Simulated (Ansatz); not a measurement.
A nudged elastic band was laid between two geometries of C2H8FNOSi (14 atoms, charge 0, multiplicity 1).

Theory: RKS PBE0-D4/def2-SVP (Ansatz).

```json
{
 "movable images": "5",
 "climbing image": "yes",
 "spring": "5.0 eV/Å²",
 "optimiser": "quadratic models (default)",
 "start path": "through a guess of the saddle point",
 "force threshold": "0.05 eV/Å",
 "iteration limit": "60",
 "end points": "relaxed"
}
```

First end point:

```xyz
14
Properties=species:S:1:pos:R:3
C -0.451 -1.580 0.618
Si 0.335 -0.003 0.006
N 1.073 -0.313 -1.515
O 1.414 0.626 1.119
C -0.948 1.387 -0.172
F -1.161 1.925 1.100
H 0.313 -2.332 0.873
H -1.130 -2.014 -0.132
H -1.035 -1.379 1.530
H 1.382 -1.252 -1.737
H 1.690 0.374 -1.933
H 1.004 1.292 1.682
H -0.583 2.195 -0.833
H -1.915 1.046 -0.579
```

Last end point:

```xyz
14
Properties=species:S:1:pos:R:3
C -0.451 -1.585 0.606
Si 0.335 -0.012 -0.015
N 0.956 -0.298 -1.593
O 1.506 0.557 1.035
C -0.919 1.414 -0.069
F -1.027 1.929 1.226
H -0.966 -1.395 1.560
H 0.307 -2.363 0.788
H -1.190 -1.979 -0.108
H 1.225 -1.239 -1.858
H 1.562 0.384 -2.035
H 1.157 1.224 1.639
H -0.585 2.228 -0.738
H -1.923 1.106 -0.410
```

(1) Which bonds break or form, and what moves?

(2) Give the energies along the band, and the barrier.

(3) What is the geometry of the highest image?

(4) What are the harmonic wavenumbers there?

Answers

(1) No bond is made or broken. The dihedral H8–C1–Si2–O4 goes from -178 to -56°. The two ends are copies of one structure, up to a mirror image or an exchange of like atoms.

(2) It converged. The highest image is number 3 of 0 to 6, 1.4 kcal/mol above the ends, which have the same energy within 2 meV. A vibrational analysis at the climbing image gives one clearly imaginary mode, 155i cm⁻¹: a first-order saddle point.

```csv
image,path coordinate (Å),energy (kcal/mol),dihedral H8–C1–Si2–O4 (°)
0,0.00,0.0,-178
1,0.59,0.3,-158
2,1.17,1.0,-138
3,1.76,1.4,-118
4,2.36,1.0,-97
5,2.97,0.3,-77
6,3.58,0.0,-56
```

(3) 
```xyz
14
Properties=species:S:1:pos:R:3
C -0.448 -1.602 0.614
Si 0.329 -0.012 -0.002
N 0.984 -0.299 -1.565
O 1.472 0.581 1.067
C -0.920 1.417 -0.098
F -1.053 1.952 1.185
H -0.037 -1.857 1.602
H -0.253 -2.450 -0.061
H -1.540 -1.505 0.719
H 1.257 -1.236 -1.833
H 1.577 0.392 -2.012
H 1.103 1.262 1.643
H -0.565 2.217 -0.772
H -1.918 1.111 -0.458
```

(4) 155i, 56, 137, 195, 218, 253, 281, 289, 369, 377, 428, 637, 701, 709, 765, 779, 841, 883, 892, 961, 1060, 1230, 1268, 1303, 1423, 1433, 1451, 1548, 3050, 3063, 3114, 3163, 3170, 3618, 3717, 3882 cm⁻¹.

The run took 2.3 min on 2 threads of Intel(R) Xeon(R) 6975P-C (Granite Rapids) (shared host), peak memory 0.35 GiB.
